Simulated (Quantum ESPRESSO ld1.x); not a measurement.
Values are calculated unless marked as measured or tabulated.
Ionisation of Tm+, [Xe] 4f13 6s1, to Tm2+, [Xe] 4f13, under several functionals. Scalar-relativistic Kohn-Sham, spin-polarised, spherical densities, point nucleus; open shells are filled with parallel spins first; ld1.x of Quantum ESPRESSO 7.5.

functional                                              E(Tm+) (hartree)  Exc (hartree)  IE (eV)  -e(HOMO) (eV)  <r> HOMO (bohr)  IE error (eV)
exchange-only LDA                                             -13551.820       -269.489   11.811          8.052           0.8087         -0.254
LDA (Slater exchange, Perdew-Zunger correlation)              -13558.799       -276.556   12.511          9.623           0.8073         +0.446
LDA (Slater exchange, Perdew-Wang correlation)                -13558.796       -276.553   12.517          9.615           0.8073         +0.452
LDA (Slater exchange, VWN5 correlation)                       -13558.825       -276.583   12.521          9.621           0.8073         +0.456
LDA (Slater exchange, Perdew-Zunger correlation) + SIC        -13575.983       -294.017   12.321         11.934            3.569         +0.256
LDA (Slater exchange, Perdew-Wang correlation) + SIC          -13575.998       -294.032   12.325         11.944            3.568         +0.260

NIST Atomic Spectra Database: 12.07 eV (semi-empirical). Closest: exchange-only LDA. The Delta-SCF values span 0.71 eV, the total energies 24.18 hartree. The highest occupied level is 4f. Open shells are spherical and high-spin; term and fine-structure splittings are not resolved. Spin-orbit splitting is averaged out at the scalar-relativistic level.
